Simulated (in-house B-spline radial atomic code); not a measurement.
Ionisation energies along the 33-electron series, configuration [Ar] 3d10 4s2 4p3, as differences of self-consistent energies. NIST's values go from ground level to ground level; the uncertainty of those that are theory runs from under 0.1 % in few-electron ions to several per cent in heavy many-electron ones. Computed with an all-electron radial atomic-structure program (B-spline basis): non-relativistic Hartree-Fock, average of the configuration, point nuclei.

This level leaves out relativity, spin-orbit splitting included, which matters for heavy ions.

```csv
ion,configuration after,ionisation energy (eV),IE/(q+1)² (eV),-ε less Coulomb ΔSCF (eV),tabulated value (eV),computed minus tabulated (eV)
Eu30+,[Ar] 3d10 4s2 4p2,1158.8,1.2058,0.41777,1167,-8.2
Gd31+,[Ar] 3d10 4s2 4p2,1224.2,1.1955,0.41887,1233,-8.8
Tb32+,[Ar] 3d10 4s2 4p2,1291.3,1.1857,0.41996,1301,-9.7
Dy33+,[Ar] 3d10 4s2 4p2,?,?,?,?,?
Ho34+,[Ar] 3d10 4s2 4p2,1430.6,1.1679,0.42208,1443,-12.4
Er35+,[Ar] 3d10 4s2 4p2,1502.9,1.1596,0.42311,1516,-13.1
Tm36+,[Ar] 3d10 4s2 4p2,1576.8,1.1518,0.42413,1591,-14.2
Yb37+,[Ar] 3d10 4s2 4p2,1652.5,1.1444,0.42512,1668,-15.5
Lu38+,[Ar] 3d10 4s2 4p2,1729.9,1.1373,0.4261,1747,-17.1
Hf39+,[Ar] 3d10 4s2 4p2,1809.0,1.1306,0.42706,1827,-18.0
Ta40+,[Ar] 3d10 4s2 4p2,1889.7,1.1242,0.428,1910,-20.3
W41+,[Ar] 3d10 4s2 4p2,1972.2,1.1181,0.42892,1994.8,-22.6
Re42+,[Ar] 3d10 4s2 4p2,?,?,?,?,?
Os43+,[Ar] 3d10 4s2 4p2,2142.4,1.1066,0.4307,2168,-25.6
Ir44+,[Ar] 3d10 4s2 4p2,?,?,?,?,?
Pt45+,[Ar] 3d10 4s2 4p2,2319.3,1.0961,0.43242,2350,-30.7
```

(1) Fill in the row of Dy33+.

(2) Fill in the row of Re42+.

(3) Fill in the row of Ir44+.

## Answers

(1) ionisation energy (eV): 1360.1; IE/(q+1)² (eV): 1.1766; -ε less Coulomb ΔSCF (eV): 0.42103; tabulated value (eV): 1371; computed minus tabulated (eV): -10.9.

(2) ionisation energy (eV): 2056.4; IE/(q+1)² (eV): 1.1122; -ε less Coulomb ΔSCF (eV): 0.42982; tabulated value (eV): 2080; computed minus tabulated (eV): -23.6.

(3) ionisation energy (eV): 2230.0; IE/(q+1)² (eV): 1.1012; -ε less Coulomb ΔSCF (eV): 0.43157; tabulated value (eV): 2258; computed minus tabulated (eV): -28.0.
